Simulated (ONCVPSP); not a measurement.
# u(r) = r·R(r): atom against pseudo-atom (silicon (Si))

Columns: radius, all-electron u(r) and pseudo u(r) of the 3p shell (level -4.36 eV) of silicon in the configuration [Ne] 3s1.5 3p2.5; PBEsol, scalar-relativistic, ONCV scheme, ONCVPSP 4.0.1.

| r (bohr) | all-electron | pseudo |
| --- | --- | --- |
| 0.082 | -0.0782 | 0.0027 |
| 0.165 | -0.1853 | 0.0108 |
| 0.248 | -0.2489 | 0.0240 |
| 0.330 | -0.2634 | 0.0417 |
| 0.413 | -0.2396 | 0.0640 |
| 0.495 | -0.1903 | 0.0900 |
| 0.578 | -0.1247 | 0.1203 |
| 0.660 | -0.0520 | 0.1536 |
| 0.742 | 0.0235 | 0.1897 |
| 0.825 | 0.0990 | 0.2283 |
| 0.908 | 0.1713 | 0.2678 |
| 0.990 | 0.2380 | 0.3070 |
| 1.072 | 0.2994 | 0.3458 |
| 1.155 | 0.3557 | 0.3843 |
| 1.238 | 0.4062 | 0.4218 |
| 1.320 | 0.4503 | 0.4576 |
| 1.402 | 0.4890 | 0.4916 |
| 1.485 | 0.5226 | 0.5231 |
| 1.568 | 0.5509 | 0.5509 |
| 1.650 | 0.5739 | 0.5739 |
| 1.733 | 0.5926 | 0.5926 |
| 1.815 | 0.6069 | 0.6069 |
| 1.898 | 0.6175 | 0.6175 |
| 1.980 | 0.6245 | 0.6245 |
| 2.062 | 0.6284 | 0.6284 |
| 2.145 | 0.6296 | 0.6295 |

(1) How many radial nodes do the two functions have?

(2) At about which radius was the pseudo-wave matched?

(3) Is the pseudo-wave norm-conserving?

## Answers

(1) The all-electron 3p function has n − l − 1 = 1; the pseudo-wave has 0, since the states of the same l below it are removed with the core.

(2) 1.65 bohr, where the columns begin to agree (steps of 0.08 bohr).

(3) Yes: the ONCV scheme keeps the norm inside the radius equal to the all-electron one, which fixes the energy derivative of the logarithmic derivative at the level.
